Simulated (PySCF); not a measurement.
# Predicted spectroscopic data

PySCF calculation with shieldings: GIAO PBE0/pcSseg-1 and geometry: GFN2-xTB; relativity neglected, gas phase, equivalent nuclei averaged, single conformer.

δ = σ(ref) − σ, references computed at the same level: 1H (σ = 31.72 ppm) and 13C (σ = 186.93 ppm) against TMS. Splittings of carbon signals by F and P are missing where no couplings were computed. Where no couplings were computed, multiplicities follow the n + 1 count of equivalent neighbours, and m marks all less simple cases (inequivalent or close neighbours, rings, F or P nearby). Shifts are as computed. Against solution values, carbons near 30 ppm lie about +3 ppm off and those near 130 ppm about +5 ppm; carbons on Cl a further +6 ppm. Of 1211 compounds with measured shifts, 218 miss one by over three times the rms of a fit or turn the order of signals round; such compounds aren't used in these exercises. Carbons bonded to Cl come out too deshielded. OH and NH positions are gas-phase values without hydrogen bonding to other molecules.

**1.** SMILES C#CCC(=C)CCl, C$_{6}$H$_{7}$Cl. 1H NMR (600 MHz, computed): δ 5.49 (m, 1H), 5.38 (m, 1H), 4.35 (s, 2H), 3.24 (d, 2H), 1.47 (t, 1H). 13C{1H} NMR (computed): δ 152.0 (C), 124.2 (CH2), 86.5 (C), 76.6 (CH), 52.9 (CH2), 26.1 (CH2).

**2.** SMILES Oc1ccncc1F, C$_{5}$H$_{4}$FNO. 1H NMR (600 MHz, computed): δ 8.76 (m, 1H), 8.63 (d, 1H), 7.12 (m, 1H), 5.51 (br s, 1H). 13C{1H} NMR (computed): δ 158.2 (C), 157.9 (C), 152.7 (CH), 143.4 (CH), 116.9 (CH).
